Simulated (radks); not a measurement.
Spherical quantum dot in the effective-mass picture: electrons in a well V = -V0 / (1 + exp((r - R)/a)) with V0 = 11.4, R = 3.87, a = 0.17, with a point charge +2 (a donor) at the centre, all in effective atomic units (hartree* = m*/eps^2 hartree, bohr* = eps/m* bohr), one dielectric constant everywhere. Calculated with a radial shooting solver with Libxc functionals: non-relativistic Kohn-Sham, PBEsol, spin-polarised, spherical densities. Levels are named by radial order and angular momentum (1s, 1p, 1d, 2s, ...), and open shells are averaged over m. Results are scaled to m* = 0.155 and eps = 12.8, for which hartree* = 25.74 meV and bohr* = 4.37 nm.

N = 30, configuration 1s2 1p6 1d10 2s2 1f(up 7, down 3). This is the lowest configuration that the search found. Occupied and some empty levels:

level,occupation,eigenvalue (meV),<r> (nm)
1s up,1,-55.164,10.10
1s down,1,-54.462,9.809
1p up,3,-49.516,12.13
1p down,3,-48.550,12.10
2s up,1,-42.994,6.122
2s down,1,-42.696,6.378
1d up,5,-42.102,12.56
1d down,5,-41.086,12.54
1f up,7,-32.040,12.90
1f down,3,-30.991,12.89
1g up,0,-19.530,13.20
1g down,0,-18.461,13.19
2p up,0,-12.360,8.800
2p down,0,-11.957,8.781

Energy (meV): total -4933.76, kinetic 811.13, external -9209.4, Hartree 3818.5, exchange-correlation -354.05.

Electron density:

r (nm),n(r) (e/nm^3)
1.12,0.01692
2.36,0.005948
3.61,0.002284
4.85,0.001027
6.10,0.0006789
7.34,0.0007582
8.58,0.001117
9.83,0.001670
11.1,0.002251
12.3,0.002551
13.6,0.002238
14.8,0.001323
16.1,0.0004331
17.3,0.00007290
18.5,7.899e-06
19.8,7.656e-07
21.0,7.544e-08
22.3,7.902e-09
23.5,8.634e-10
24.8,9.840e-11
